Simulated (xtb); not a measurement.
hydrogen chloride (HCl), singlet, geometry from GFN2-xTB. Base run: GFN2-xTB (xtb).

The xtb input:
```
$ xtb mol.xyz --gfn 2 --json

# file mol.xyz
2

Cl    -0.00000000    -0.00000000    -0.07094563
H      0.00000000     0.00000000     1.20607566
```

The base run was repeated with changes; each row names its change, and settings that it needs were set with it.

```csv
change,ΔE vs base (mEh),HOMO-LUMO gap (eV),dipole (D),G_solv (kcal/mol),SCF cycles
base,0.000,9.18,1.05,-,9
alpb = dmso,-10.630,9.82,1.19,-9.00,10
etemp = 1000,0.000,9.18,1.05,-,9
alpb = water,…,…,…,…,10
acc = 0.0001,0.000,9.18,1.05,-,13
file = coord,0.000,9.18,1.05,-,9
```

Question: Some entries are withheld; supply them.

Answer: 
- alpb = water, ΔE vs base (mEh): -12.527
- alpb = water, HOMO-LUMO gap (eV): 9.96
- alpb = water, dipole (D): 1.23
- alpb = water, G_solv (kcal/mol): -11.29

ALPB and GBSA are two models with their own fitted parameters for each solvent, which aren't always the measured dielectric constant.
